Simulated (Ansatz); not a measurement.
Calculated with Ansatz (gas phase, PBE0-D4/def2-TZVP geometries, no zero-point term in ΔE). CCSD(T)/CBS is the MP2 limit (def2-TZVPP, def2-QZVPP) plus CCSD(T) − MP2 in def2-TZVPP, frozen cores. This one scheme is used for every species. Functionals use def2-TZVPP. Each species was taken in one conformer, which may not be the lowest.

`BN=CBCF` → `BC=NB` + `[CH]F`  (formal loss of a carbene)

```
          level  ΔE (eV)  difference from CCSD(T)/CBS
        ωB97X-V     4.29                         0.08
        ωB97M-V     4.23                         0.02
         B2PLYP     4.22                         0.01
            PBE     4.39                         0.18
  HF/def2-TZVPP     3.72                        -0.49
CCSD/def2-TZVPP     4.12                        -0.09
  HF/def2-QZVPP     3.71                        -0.50
   HF/CBS(def2)     3.71                        -0.50
  MP2/CBS(def2)     4.49                         0.28
 CCSD/CBS(def2)     4.19                        -0.02
    CCSD(T)/CBS     4.21                            0
```

Largest T1 diagnostic among the species: 0.018.

In def2-TZVPP, CCSD(T) changes the Hartree–Fock value by +0.42 eV (the triples alone add +0.02 eV) and MP2 by +0.70 eV. From PBE to PBE0 (25 % exact exchange), in def2-TZVPP and without D4, ΔE moves by +0.07 eV. The D4 term adds +0.09 eV with B3LYP and +0.05 eV with PBE0; it sums over pairs of atoms, weighted by their polarisabilities, and B3LYP, whose exchange is more repulsive, gets the larger term.

B3LYP here is the variant with VWN-RPA as its local correlation; programs differ in this.
